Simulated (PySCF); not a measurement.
C$_{4}$H$_{8}$N$_{2}$, singlet, geometry from GFN2-xTB; DF-PBE/def2-SVPD run with PySCF.

PySCF was given this input:
```python
from pyscf import gto, scf, dft

mol = gto.M(
    atom='''
C     2.577312    0.497696   -1.026123
N     1.610230    0.506933    0.016884
C     0.439111    0.082381   -0.182931
C    -0.517471    0.112896    0.920521
N    -1.725005   -0.250611    0.963755
C    -2.451653   -0.803532   -0.132137
H     2.203329    0.097163   -1.979456
H     2.927638    1.520980   -1.171170
H     3.430870   -0.093508   -0.690273
H     0.115920   -0.308901   -1.158359
H    -0.108790    0.514896    1.842473
H    -2.821021   -1.780538    0.185152
H    -3.323774   -0.167583   -0.295289
H    -1.904545   -0.913404   -1.073518
''',
    basis='def2-svpd',
    charge=0,
    spin=0,
    verbose=4,
    max_memory=1800,
)

mf = dft.RKS(mol)
mf.xc = 'pbe'
mf = mf.density_fit(auxbasis='def2-universal-jkfit')
mf.kernel()
```

Question: Predict the main parts of the log of this PySCF run.

Answer: 
```
PySCF version 2.14.0

[INPUT] verbose = 4
[INPUT] num. atoms = 14
[INPUT] num. electrons = 46
[INPUT] charge = 0
[INPUT] spin (= nelec alpha-beta = 2S) = 0
[INPUT] symmetry False subgroup None
[INPUT] Mole.unit = angstrom
[INPUT] Symbol           X                Y                Z      unit          X                Y                Z       unit  Magmom
[INPUT]  1 C      2.577312000000   0.497696000000  -1.026123000000 AA    4.870413817555   0.940509133292  -1.939091440117 Bohr   0.0
[INPUT]  2 N      1.610230000000   0.506933000000   0.016884000000 AA    3.042893697558   0.957964533504   0.031906135887 Bohr   0.0
[INPUT]  3 C      0.439111000000   0.082381000000  -0.182931000000 AA    0.829799528284   0.155677527868  -0.345689489693 Bohr   0.0
[INPUT]  4 C     -0.517471000000   0.112896000000   0.920521000000 AA   -0.977878467405   0.213342520559   1.739532581911 Bohr   0.0
[INPUT]  5 N     -1.725005000000  -0.250611000000   0.963755000000 AA   -3.259787013505  -0.473586153803   1.821233001180 Bohr   0.0
[INPUT]  6 C     -2.451653000000  -0.803532000000  -0.132137000000 AA   -4.632952722468  -1.518455412324  -0.249702740922 Bohr   0.0
[INPUT]  7 H      2.203329000000   0.097163000000  -1.979456000000 AA    4.163688372312   0.183611459441  -3.740629715627 Bohr   0.0
[INPUT]  8 H      2.927638000000   1.520980000000  -1.171170000000 AA    5.532434011869   2.874235640941  -2.213190545307 Bohr   0.0
[INPUT]  9 H      3.430870000000  -0.093508000000  -0.690273000000 AA    6.483404668987  -0.176704510456  -1.304426921182 Bohr   0.0
[INPUT] 10 H      0.115920000000  -0.308901000000  -1.158359000000 AA    0.219057052360  -0.583738289604  -2.188981263925 Bohr   0.0
[INPUT] 11 H     -0.108790000000   0.514896000000   1.842473000000 AA   -0.205583305091   0.973012422634   3.481769361906 Bohr   0.0
[INPUT] 12 H     -2.821021000000  -1.780538000000   0.185152000000 AA   -5.330957081647  -3.364729174381   0.349886571415 Bohr   0.0
[INPUT] 13 H     -3.323774000000  -0.167583000000  -0.295289000000 AA   -6.281022559950  -0.316685973133  -0.558015337597 Bohr   0.0
[INPUT] 14 H     -1.904545000000  -0.913404000000  -1.073518000000 AA   -3.599068441910  -1.726083401082  -2.028655009791 Bohr   0.0

nuclear repulsion = 218.158855845688
number of shells = 80
number of NR pGTOs = 260
number of NR cGTOs = 184
basis = def2-svpd
ecp = {}

******** <class 'pyscf.df.df_jk.DFRKS'> ********
method = DFRKS
initial guess = minao
damping factor = 0
level_shift factor = 0
DIIS = <class 'pyscf.scf.diis.CDIIS'>
diis_start_cycle = 1
diis_space = 8
diis_damp = 0
SCF conv_tol = 1e-09
SCF conv_tol_grad = None
SCF max_cycles = 50
direct_scf = False
XC library pyscf.dft.libxc version 7.1.2
    S. Lehtola, C. Steigemann, M. J. T. Oliveira, and M. A. L. Marques,  SoftwareX 7, 1–5 (2018)
XC functionals = pbe
    J. P. Perdew, K. Burke, and M. Ernzerhof,  Phys. Rev. Lett. 77, 3865 (1996)
    J. P. Perdew, K. Burke, and M. Ernzerhof,  Phys. Rev. Lett. 78, 1396 (1997)
    J. P. Perdew, K. Burke, and M. Ernzerhof,  Phys. Rev. Lett. 77, 3865 (1996)
    J. P. Perdew, K. Burke, and M. Ernzerhof,  Phys. Rev. Lett. 78, 1396 (1997)
radial grids:
    Treutler-Ahlrichs [JCP 102, 346 (1995); DOI:10.1063/1.469408] (M4) radial grids

becke partition: Becke, JCP 88, 2547 (1988); DOI:10.1063/1.454033
pruning grids: <function nwchem_prune>
grids dens level: 3
symmetrized grids: False
atomic radii adjust function: <function treutler_atomic_radii_adjust>
small_rho_cutoff = 0
Set gradient conv threshold to 3.16228e-05
Initial guess from minao.
tot grids = 162744
init E= -266.641146295112
  HOMO = -0.280822149626755  LUMO = -0.147524278270042  gap/eV = 3.62722
cycle= 1 E= -266.117225410768  delta_E= 0.524  |g|= 0.437  |ddm|= 6.18
  HOMO = -0.125306128877414  LUMO = -0.0374111504547723  gap/eV = 2.39174
cycle= 2 E= -266.028111264781  delta_E= 0.0891  |g|= 0.747  |ddm|= 3.26
  HOMO = -0.195394871329614  LUMO = -0.0898207002003062  gap/eV = 2.87282
cycle= 3 E= -266.161352712674  delta_E= -0.133  |g|= 0.223  |ddm|= 2.16
  HOMO = -0.200464441723197  LUMO = -0.0969454488716646  gap/eV = 2.81690
cycle= 4 E= -266.172609728935  delta_E= -0.0113  |g|= 0.0454  |ddm|= 0.341
  HOMO = -0.199003082053364  LUMO = -0.0938603963443274  gap/eV = 2.86108
cycle= 5 E= -266.173112521997  delta_E= -0.000503  |g|= 0.0093  |ddm|= 0.0835
  HOMO = -0.200103359682261  LUMO = -0.0944942582311805  gap/eV = 2.87377
cycle= 6 E= -266.17310727379  delta_E= 5.25e-06  |g|= 0.0105  |ddm|= 0.0308
  HOMO = -0.199703942024589  LUMO = -0.0945774369071311  gap/eV = 2.86064
cycle= 7 E= -266.173134532974  delta_E= -2.73e-05  |g|= 0.0014  |ddm|= 0.0196
  HOMO = -0.199629391681295  LUMO = -0.094459764287075  gap/eV = 2.86181
cycle= 8 E= -266.173134981582  delta_E= -4.49e-07  |g|= 0.000415  |ddm|= 0.00414
  HOMO = -0.199651700361553  LUMO = -0.0944872328956969  gap/eV = 2.86167
cycle= 9 E= -266.173135025145  delta_E= -4.36e-08  |g|= 7.69e-05  |ddm|= 0.000824
  HOMO = -0.199649676785433  LUMO = -0.094485984930754  gap/eV = 2.86165
cycle= 10 E= -266.173135026802  delta_E= -1.66e-09  |g|= 1.26e-05  |ddm|= 0.000233
  HOMO = -0.199650948804627  LUMO = -0.0944875099393272  gap/eV = 2.86164
cycle= 11 E= -266.17313502683  delta_E= -2.77e-11  |g|= 8.03e-06  |ddm|= 4.21e-05
  HOMO = -0.199649816324424  LUMO = -0.0944861532840946  gap/eV = 2.86165
Extra cycle  E= -266.173135026806  delta_E= 2.35e-11  |g|= 1.26e-05  |ddm|= 3.82e-05
converged SCF energy = -266.173135026806
```
